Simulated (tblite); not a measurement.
A tight-binding relaxation on `C=C(C)CC(=S)[Se][GeH3]`.

Computed with GFN2-xTB geometry optimisation, gas phase (tblite 0.8.0). Start geometry: from a force field or distance geometry. The command runs a driver script over a list of jobs; the input below is this job's line of settings and its coordinates in Å.

Command:
```bash
OMP_NUM_THREADS=1 python probes_run.py task.json out
```

Input:
```
{"job": {"kind": "relax", "xc": "GFN2-xTB", "basis": "xTB"}, "charge": 0, "multiplicity": 1}
C     -2.263700    -0.955900    -0.454000
C     -1.672300     0.088900     0.067300
C     -2.535200     1.316400     0.195800
C     -0.308700     0.238600     0.555200
C      0.628300    -0.894800     0.511200
S      0.392900    -2.201200     0.004200
Se     2.415100    -0.554700     1.184900
Ge     3.962900    -0.230100    -0.552900
H     -3.329000    -0.788600    -0.741100
H     -1.905000    -1.931500    -0.644100
H     -2.404700     1.877900    -0.741100
H     -3.606500     1.018000     0.287100
H     -2.208200     1.948800     1.036600
H      0.223100     1.076000     0.022000
H     -0.397300     0.551000     1.652200
H      5.244000     0.387000     0.063100
H      3.418500     0.696800    -1.658300
H      4.337000    -1.636400    -1.129000
```

Output:
```
step      E/eV     max force
  0    -654.40924   14.570
  1    -655.05708    7.495
  2    -655.56802    3.623
  3    -655.77923    1.679
  4    -655.82666    0.662
  5    -655.87847    0.545
  6    -655.91796    0.527
  7    -655.93392    0.438
  8    -655.95187    0.385
  9    -655.97070    0.553
... (189 lines left out)
199    -656.65378    0.014
200    -656.65384    0.017
201    -656.65388    0.015
202    -656.65393    0.014
203    -656.65399    0.016
204    -656.65405    0.017
205    -656.65412    0.014
206    -656.65417    0.014
207    -656.65421    0.011
208    -656.65424    0.010
```

«max force» is the largest atomic force in eV/Å.

Problem. From which step on does the largest force stay under 0.1 eV/Å, and how much energy is left to gain from there?

Solution. From step 168 (0.076 eV/Å), 7.3 meV above the end.

Main results: energy lowered by 51.8 kcal/mol over 208 steps; largest atomic force 0.010 eV/Å at the end.

Problem. Give the final coordinates.

Solution. 1.660 Å rms from the input after alignment:
```
atom  x, y, z in Å
C1    -1.8470   -1.2103    0.7866
C2    -1.5667    0.0351    0.4383
C3    -2.2678    0.7769   -0.6517
C4    -0.4411    0.7951    1.1127
C5     0.8011    0.5395    0.3232
S6     1.2341    1.4724   -0.9436
Se7    1.7929   -0.9939    0.8277
Ge8    3.3687   -0.7872   -0.8938
H9    -2.6312   -1.7695    0.3059
H10   -1.3094   -1.7149    1.5735
H11   -1.5409    1.1746   -1.3598
H12   -2.9623    0.1308   -1.1808
H13   -2.8185    1.6213   -0.2377
H14   -0.6615    1.8634    1.1129
H15   -0.3096    0.4389    2.1378
H16    4.3014   -1.9537   -0.7065
H17    4.1430    0.4841   -0.7562
H18    2.7059   -0.8964   -2.2294
```

The run took 3.6 s of wall time on an Arm Neoverse N1 with one thread, shared host.
Labels such as C1 count atoms from 1, the log's own numbers from 0.
